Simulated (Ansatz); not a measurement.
Relaxation of a periodic cell of 14 atoms, LiH$_{8}$ClO$_{4}$ (contents 4 H2O + 1 Li + 1 Cl, density as packed 1.29 g/cm³ with natural masses), to a largest force component of 0.3 eV/Å in at most 15 steps.

Method: Ansatz, DFT r2SCAN-D3(BJ), scalar-relativistic, plane waves, PAW. Settings: accuracy low, cutoff 500 eV, k mesh 1x1x1, fermi-dirac smearing 0.02 eV, no spin polarisation.

```xyz
14
Lattice="5.2848 0.0000 0.0000 0.0000 5.2848 0.0000 0.0000 0.0000 5.2848" Properties=species:S:1:pos:R:3:forces:R:3
O 4.036 2.057 3.892 -3.16 0.58 0.92
H 4.001 2.646 3.124 0.04 -0.56 0.47
H 3.992 1.169 3.508 0.21 0.39 0.16
O 0.010 5.024 2.512 -0.91 -1.25 -0.52
H 0.848 5.303 2.909 -0.18 0.63 0.12
H 0.218 4.175 2.095 -0.11 0.34 0.58
O 1.820 0.751 1.042 1.50 -0.56 -0.28
H 1.750 0.791 0.077 -0.38 0.42 -0.74
H 2.717 1.068 1.225 -0.12 -0.28 0.03
O 5.101 4.500 5.080 -0.75 -0.64 0.84
H 4.600 4.207 4.305 0.86 -0.06 0.09
H 5.106 3.727 5.663 -0.26 0.02 -0.74
Li 2.277 3.585 0.564 -0.49 0.01 -0.53
Cl 1.092 1.972 3.564 3.74 0.95 -0.41
```

**Question.** Where does it end, and by what steps?

**Answer.** The forces met the threshold. The threshold is loose, so the end isn't yet a minimum. The force dipped under the threshold on the way, but the program's further checks kept it going. Limits of this set-up: coarse k mesh, low accuracy level. After 14 steps the energy has fallen by 5.803 eV; Cl14 moved furthest, 1.37 Å. Joined: O10–Li13.

```csv
step,energy less start (eV),largest force component (eV/Å),accepted
0,0.0000,3.738,yes
1,-1.1004,0.901,yes
2,-2.0912,1.631,yes
3,-2.8532,1.861,yes
4,-3.5450,1.168,yes
5,-4.0938,1.127,yes
6,-4.6299,1.867,yes
7,-4.9850,1.095,yes
8,-5.2218,0.490,yes
9,-5.3803,0.400,yes
10,-5.4935,0.278,yes
11,-5.5787,0.444,yes
12,-5.6707,0.605,yes
13,-5.7507,0.600,yes
14,-5.8026,0.112,yes
```

```xyz
14
Lattice="5.2848 0.0000 0.0000 0.0000 5.2848 0.0000 0.0000 0.0000 5.2848" Properties=species:S:1:pos:R:3
O 3.574 1.854 4.375
H 2.931 2.210 3.719
H 4.125 1.240 3.845
O -0.347 5.585 2.625
H 0.311 6.283 2.430
H 0.096 4.748 2.390
O 2.573 0.017 0.837
H 2.823 0.678 0.158
H 3.328 0.044 1.448
O 5.201 3.977 5.226
H 5.199 4.561 4.457
H 4.654 3.217 4.944
Li 1.713 3.635 0.477
Cl 1.386 2.927 2.626
```

Whether the end is a true minimum wasn't checked by a vibrational analysis.

The run took 99 s on 1 thread of Intel(R) Xeon(R) Processor @ 2.70GHz, with other jobs on the host, peak memory 0.48 GiB.
